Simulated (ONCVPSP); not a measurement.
**molybdenum (Mo), ONCV: configuration errors across variants**

```json
{
  "Element": "Mo",
  "Generator": "ONCVPSP 4.0.1",
  "Type": "optimised norm-conserving Vanderbilt (ONCV)",
  "Functional": "PW91",
  "Relativity": "fully relativistic",
  "Frozen core": "[Ar] 3d10",
  "Valence charge": "14",
  "Reference configuration": "4s2 4p6 4d5 (charge +1)",
  "Partial waves": "4s: rc 1.10 bohr, ncon 4, nbas 7, qcut 4.6 1/bohr, 2 projectors, debl 1.9 Ha; 4p: rc 2.10 bohr, ncon 4, nbas 8, qcut 8.1 1/bohr, 2 projectors, debl 1.4 Ha; 4d: rc 2.25 bohr, ncon 4, nbas 8, qcut 5.8 1/bohr, 1 projector",
  "Local potential": "polynomial inside 0.80 bohr (lpopt 5, dvloc0 3 Ha)",
  "Core correction": "polynomial model core, fcfact 0.6"
}
```

Open shells are filled in proportion to 2j + 1.

In the s channel the program set the typed energies aside and used -2.615, 0.250 Ha. In the p channel the program set the typed energies aside and used -1.637, 0.250 Ha (j = l + 1/2; the other j can differ).

All-electron excitation energies from the reference (eV): (1) 4s2 4p6 4d5 5s1 -6.945; (2) 4s2 4p6 4d4 15.521; (3) 4s2 4p6 4d3 42.327; (4) 4s2 4p6 4d4 5s1 5p1 -3.192.

1 further variants failed, have other tests or too few solved ones, and are left out.

A true bound ghost makes a file unfit for plane-wave use even where its test errors are small: the radial tests pick states by their node count and pass the ghost by.

Errors AE − PS in meV (a dash: test not solved or not reliable):

```csv
change,(1),(2),(3),(4),bound ghosts,GHOST(+) flags above zero
base,+1.0,+2.7,+36,+8.7,none,s
d: rc 1.58,-0.3,+1.4,+12,-1.0,none,s
p: nbas 7,+1.0,+2.6,+36,+8.7,none,s
"local potential polynomial inside 0.75 bohr (lpopt 5, dvloc0 -1 Ha)",+0.9,+2.7,+37,+8.8,s,"p3/2, p1/2"
s: qcut 5.7,+1.3,+2.7,+36,+9.3,none,s
"local potential polynomial inside 0.80 bohr (lpopt 5, dvloc0 10 Ha)",+1.0,+2.6,+36,+8.6,none,s
"all radii but the core radius scaled by about 1.09 (s 1.20, p 2.28, d 2.44 bohr); local potential polynomial inside 0.86 bohr (lpopt 5, dvloc0 3 Ha)",+1.4,+4.6,+57,+15,none,s
d: nproj 3,+1.1,+6.8,+54,+11,none,s
"core correction polynomial model core, fcfact 0.72",+1.0,+2.7,+36,+8.7,none,s
```

Give the same row for: d: qcut 4.4.

+3.0, +6.6, +86, +27; bound ghosts: none; GHOST(+) flags above zero: s, d5/2.
